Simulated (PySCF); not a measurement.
In(F)(vinyl)(OEt) (C4H8FInO), SMILES [In]([O]CC)([F])[CH]=C.

Coordinates come from a B3LYP-D3(BJ)/def2-SVP optimisation. The def2 effective core potentials stand for the cores of In; spin–orbit coupling is left out. The values are those of a single conformer.

Computed with M06-2X/def2-TZVP (PySCF).

Isolated molecule, no solvent.

Computed frontier levels, gap, dipole moment:
- highest occupied level: -9.06 eV
- lowest empty level: -1.03 eV
- orbital gap: 8.03 eV
- dipole moment: 2.87 D
- quadrupole, principal values (traceless, Buckingham form, about the centre of nuclear charge): -12.61, 2.25, 10.36 D·Å
